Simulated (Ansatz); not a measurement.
Reaction (atomization): `[GeH][Br]` → Br• + Ge• + H•

Isolated molecules relaxed with PBE0-D4/def2-TZVP in Ansatz; ΔE leaves out vibrations. CCSD(T)/CBS adds triple-zeta CCSD(T) − MP2 to the extrapolated MP2 energy (def2 sets, frozen cores). This one scheme is used for every species, atoms too. DFT in def2-TZVPP. B3LYP here is the variant with VWN-RPA as its local correlation; programs differ in this. No spin–orbit coupling; open shells (•) take unrestricted orbitals. Spin–orbit coupling would lower the free atoms: clearly for Br, Ge. Bonds to Br, Ge are less sure, by a few kJ/mol each and by 10 to 20 or more in all where they break to atoms, as the def2 sets lack core-valence functions. Scalar relativity is left out up to krypton.

```csv
level,ΔE (kJ/mol),difference from CCSD(T)/CBS
LDA (SPW92),758.3,98.1
PBE0-D4,644.3,-15.9
B3LYP-D4,650.4,-9.8
r2SCANh-D4,647.8,-12.4
BHLYP-D4,627.4,-32.8
ωB97M-V,642.8,-17.4
BLYP,643.2,-17.0
r2SCAN,654.3,-5.9
PBE0,639.6,-20.6
r2SCAN0,636.0,-24.2
MP2/def2-SVP,585.7,-74.5
HF/def2-TZVPP,434.5,-225.7
MP2/def2-TZVPP,631.5,-28.7
SCS-MP2/def2-TZVPP,629.4,-30.8
HF/def2-QZVPP,433.7,-226.5
CCSD/CBS(def2),645.0,-15.2
CCSD(T)/CBS,660.2,0
```

Largest T1 diagnostic among the species: 0.011.

The D4 term adds +9.5 kJ/mol with B3LYP and +4.7 kJ/mol with PBE0; it sums over pairs of atoms, weighted by their polarisabilities, and B3LYP, whose exchange is more repulsive, gets the larger term. At CCSD(T), def2-SVP lies −72.8 kJ/mol from the extrapolated value and def2-TZVPP −28.2 kJ/mol: correlation converges slowly with the basis, and small sets miss more of it in the bonded molecule than in its fragments. From r2SCAN to r2SCAN0 (25 % exact exchange), in def2-TZVPP and without D4, ΔE moves by −18.3 kJ/mol: exact exchange takes away binding that semilocal exchange gives to molecules.

For atomizations the MP2-based limit and the directly extrapolated one differ by several kJ/mol either way, and by 10 to 25 for some Ge, Se and Sn compounds, so smaller differences from it don't rank the levels.
